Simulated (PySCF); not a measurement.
**Electron correlation in Te (tellurium, neutral)**

[Kr] 4d10 5s1 5p4 5d1, one real determinant (an excited configuration). Calculation: PySCF 2.14, in aug-cc-pVQZ-PP with ECP28MDF; a scalar-relativistic core potential. Frozen: 4s2 4p6 4d10; 6 electrons correlated.

| level | correlation energy (mhartree) |
| --- | --- |
| CCSD | -109.32 |
| (T) | -14.51 |
| CCSD(T) | -123.83 |

Diagnostics: T1 = 0.020, D1 = 0.0521, largest double amplitude 0.213.

The real determinant used has ⟨L²⟩ near 8 against 12 for a pure F term, so it mixes terms. The outer electron is Rydberg-like, and this basis confines it to a smaller radius and binds it less than a complete one would. A double-excitation amplitude exceeds 0.15, a sign of near-degeneracy.

Cost of the coupled-cluster step: about 25 core-seconds, for 6 correlated electrons.

Iterations:

```
CC2 = 0
CCSD nocc = (np.int64(5), np.int64(1)), nmo = (83, 83)
frozen orbitals [[0, 1, 2, 3, 4, 5, 6, 7, 8], [0, 1, 2, 3, 4, 5, 6, 7, 8]]
max_cycle = 100
direct = 0
conv_tol = 1e-08
conv_tol_normt = 1e-06
diis_space = 8
diis_start_cycle = 0
Init t2, MP2 energy = -0.0819266498372139
Init E_corr(UCCSD) = -0.0819266498389866
cycle = 1  E_corr(UCCSD) = -0.0960437316249143  dE = -0.0141170818  norm(t1,t2) = 0.0969532
cycle = 2  E_corr(UCCSD) = -0.101823832338853  dE = -0.00578010071  norm(t1,t2) = 0.0749785
cycle = 3  E_corr(UCCSD) = -0.110138365324842  dE = -0.00831453299  norm(t1,t2) = 0.0677531
cycle = 4  E_corr(UCCSD) = -0.110480791322394  dE = -0.000342425998  norm(t1,t2) = 0.0634552
cycle = 5  E_corr(UCCSD) = -0.105386290375087  dE = 0.00509450095  norm(t1,t2) = 0.0669238
cycle = 6  E_corr(UCCSD) = -0.10712859549126  dE = -0.00174230512  norm(t1,t2) = 0.0384598
cycle = 7  E_corr(UCCSD) = -0.107990590524988  dE = -0.000861995034  norm(t1,t2) = 0.0260933
cycle = 8  E_corr(UCCSD) = -0.109165205023776  dE = -0.0011746145  norm(t1,t2) = 0.0112447
cycle = 9  E_corr(UCCSD) = -0.108871004861218  dE = 0.000294200163  norm(t1,t2) = 0.00717781
cycle = 10  E_corr(UCCSD) = -0.109384268040209  dE = -0.000513263179  norm(t1,t2) = 0.00363557
cycle = 11  E_corr(UCCSD) = -0.10919509197948  dE = 0.000189176061  norm(t1,t2) = 0.00189808
cycle = 12  E_corr(UCCSD) = -0.109326108141377  dE = -0.000131016162  norm(t1,t2) = 0.00102692
cycle = 13  E_corr(UCCSD) = -0.109316824625146  dE = 9.28351623e-06  norm(t1,t2) = 0.000379433
cycle = 14  E_corr(UCCSD) = -0.109319993939521  dE = -3.16931438e-06  norm(t1,t2) = 0.000145424
cycle = 15  E_corr(UCCSD) = -0.109319628082635  dE = 3.65856886e-07  norm(t1,t2) = 5.95791e-05
cycle = 16  E_corr(UCCSD) = -0.109319151339276  dE = 4.76743359e-07  norm(t1,t2) = 2.45496e-05
cycle = 17  E_corr(UCCSD) = -0.10931849482339  dE = 6.56515886e-07  norm(t1,t2) = 1.30276e-05
cycle = 18  E_corr(UCCSD) = -0.109318234476049  dE = 2.60347341e-07  norm(t1,t2) = 5.52187e-06
cycle = 19  E_corr(UCCSD) = -0.109317968164376  dE = 2.66311673e-07  norm(t1,t2) = 2.74801e-06
cycle = 20  E_corr(UCCSD) = -0.109317896055032  dE = 7.21093439e-08  norm(t1,t2) = 1.24019e-06
cycle = 21  E_corr(UCCSD) = -0.109317876910082  dE = 1.91449502e-08  norm(t1,t2) = 8.52621e-07
cycle = 22  E_corr(UCCSD) = -0.109317895594079  dE = -1.86839969e-08  norm(t1,t2) = 5.95494e-07
cycle = 23  E_corr(UCCSD) = -0.109317905806088  dE = -1.02120095e-08  norm(t1,t2) = 3.80986e-07
cycle = 24  E_corr(UCCSD) = -0.1093179086874  dE = -2.88131204e-09  norm(t1,t2) = 2.60852e-07
UCCSD converged
E(UCCSD) = -266.5619267078076  E_corr = -0.1093179086874005
UCCSD(T) correction = -0.0145100596457992
```

The reference is one real determinant that mixes LS terms of this configuration.
